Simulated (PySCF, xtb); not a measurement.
TaCl5, SMILES [Cl][Ta]([Cl])([Cl])([Cl])[Cl], multiplicity 1.

GFN2-xTB run with xtb at its own geometry gives an orbital gap of 2.84 eV and a dipole moment of 0.00 D.

Geometry: PBE0-D3(BJ)/def2-SVP. The multiplicity is an assumed one; other spin states were not compared. The isomer is the one that the SMILES or the coordinates give; other isomers of the formula were not compared. The def2 effective core potentials stand for the cores of Ta; spin–orbit coupling is left out.

Q: What does PySCF with PBE/def2-TZVP give? (An estimate is asked for; the answer gives what the named calculation found.)

A: gap 3.44 eV (levels -7.82 and -4.39 eV), dipole 0.00 D.
